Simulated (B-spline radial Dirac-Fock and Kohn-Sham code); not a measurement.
## Dipole and non-dipole photoemission parameters of Ni 3p3/2

System: atomic nickel in the configuration 1s2 2s2 2p6 3s2 3p6 3d8 4s2; threshold 66.20 eV (tabulated edge). Model: Dirac-Hartree-Slater photoionisation with a Latter tail; cross sections with all multipoles, angular parameters from the dipole term and its interference with E2. Program: an atomic code on a B-spline grid.

For linearly polarised light dσ/dΩ = σ/(4π) [1 + β P₂(cos θ) + (δ + γ cos²θ) sin θ cos φ], with θ from the polarisation vector and φ the angle between the beam and the projection of the electron momentum on the plane normal to the polarisation.

| hν (eV) | σ (kb) | β | γ | δ |
| --- | --- | --- | --- | --- |
| 80 | 354 | 0.282 | -0.093 | 0.038 |
| 94.2 | 324 | -0.576 | -0.129 | 0.063 |
| 126 | 467 | 0.312 | 0.097 | 0.038 |
| 150 | 529 | 0.766 | 0.151 | 0.021 |
| 247 | 464 | 1.383 | 0.065 | 0.001 |
| 256 | 451 | 1.406 | 0.056 | 0.000 |
| 313 | 370 | 1.507 | 0.008 | -0.001 |
| 381 | 292 | 1.570 | -0.018 | 0.000 |
| 429 | 248 | 1.595 | -0.023 | 0.001 |
| 545 | 169 | 1.624 | -0.006 | 0.002 |
| 600 | ? | ? | ? | ? |
| 1430 | 21.6 | 1.529 | 0.343 | 0.016 |
| 1550 | 17.7 | 1.509 | 0.387 | 0.018 |
| 1650 | 15.1 | 1.493 | 0.421 | 0.020 |
| 1840 | 11.4 | 1.462 | 0.482 | 0.023 |
| 2984.4 | 3.07 | 1.300 | 0.768 | 0.047 |
| 3270 | 2.36 | 1.264 | 0.823 | 0.053 |
| 3680 | 1.68 | 1.217 | 0.893 | 0.063 |
| 4000 | 1.31 | 1.182 | 0.943 | 0.070 |
| 5440 | 0.515 | 1.046 | 1.119 | 0.102 |
| 5920 | 0.395 | 1.007 | 1.166 | 0.113 |
| 6000 | 0.379 | 1.001 | 1.173 | 0.115 |
| 7920 | 0.156 | 0.871 | 1.318 | 0.157 |
| 8047.8 | 0.148 | 0.863 | 1.326 | 0.160 |
| 9251.7 | 0.0934 | 0.797 | 1.391 | 0.185 |
| 11300 | 0.0477 | 0.702 | 1.475 | 0.227 |
| 12100 | 0.0378 | 0.670 | 1.501 | 0.242 |

Question: Give the values at 600 eV.

Answer: σ = 143 kb, β = 1.628, γ = 0.010, δ = 0.003.

Values without a named source are computed, but for edge energies of neutral atoms, which are taken from tables.
